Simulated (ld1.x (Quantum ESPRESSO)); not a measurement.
## What the settings do to the TM potential of hydrogen

Base potential:

H (Z = 1), norm-conserving Troullier–Martins (Kleinman–Bylander form), made with ld1.x (Quantum ESPRESSO) 7.5 (LDA (PZ), scalar-relativistic). Core none, reference 1s1. Waves: 1s (bound): rc 1.25 bohr; 2p channel at 0.45 Ry: rc 1.20 bohr. Local part: the p channel. Core correction: none.

All-electron outer shells of the reference configuration (LDA (PZ), scalar-relativistic, ld1.x):

| shell | level (eV) | outermost node (bohr) | outermost maximum (bohr) |
| --- | --- | --- | --- |
| 1s | -6.36 | – | 1.05 |

Cutoffs, loose and tight: the cutoffs (Ry, on a coarse ladder) from which the occupation-weighted sum of valence levels, in a spherical-Bessel basis at the reference potential, stays within 10 and 1 mRy of its value at 400 Ry. They do not see the model core or the augmentation charge, which bear on the density cutoff. Test errors are all-electron minus pseudo excitation energies from the reference, over the configurations 1s0.5 (two spin-polarised tests are not counted in the largest error). A dash means not determined; rows that change the core or the reference have their own tests.

```csv
change,outcome,"cutoff, loose","cutoff, tight",bound ghosts
base,generated,18 Ry,35 Ry,none
wave 2p channel at 0.45 Ry: rc 1.20 bohr becomes 2p channel at 0.45 Ry: rc 1.62 bohr,generated,18 Ry,35 Ry,none
wave 2p channel at 0.45 Ry: rc 1.20 bohr becomes 2p channel at 0.15 Ry: rc 1.20 bohr,generated,18 Ry,35 Ry,none
"all radii scaled by about 1.33 (s 1.66, p 1.60 bohr)",generated,15 Ry,25 Ry,none
"type PAW; waves now 1s (bound): rcut 1.10, rcutus 1.25 bohr; 1s channel at 2.75 Ry: rcut 1.10, rcutus 1.25 bohr; 2p channel at 0.45 Ry: rcut 1.05, rcutus 1.20 bohr; local potential all-electron potential smoothed inside 0.95 bohr (lloc = -1); augmentation PSQ, radius 1.10 bohr",generated,15 Ry,25 Ry,none
local potential the s channel,generated,18 Ry,35 Ry,none
"type PAW; waves now 1s (bound): rcut 1.10, rcutus 1.25 bohr; 1s channel at 0.35 Ry: rcut 1.10, rcutus 1.25 bohr; 2p channel at 0.45 Ry: rcut 1.05, rcutus 1.20 bohr; 2p channel at 0.5 Ry: rcut 1.05, rcutus 1.20 bohr; local potential all-electron potential smoothed inside 0.95 bohr (lloc = -1); augmentation PSQ, radius 1.00 bohr",generated,15 Ry,25 Ry,none
wave 2p channel at 0.45 Ry: rc 1.20 bohr becomes 2p channel at 0.45 Ry: rc 1.28 bohr,generated,18 Ry,35 Ry,none
```

What comes out with this change to the base: wave 1s (bound): rc 1.25 bohr becomes 1s (bound): rc 1.02 bohr?

outcome: generated; cutoff, loose: 25 Ry; cutoff, tight: 45 Ry; bound ghosts: none.

What comes out with this change to the base: functional PBEsol?

outcome: generated; cutoff, loose: 21 Ry; cutoff, tight: 35 Ry; bound ghosts: none.
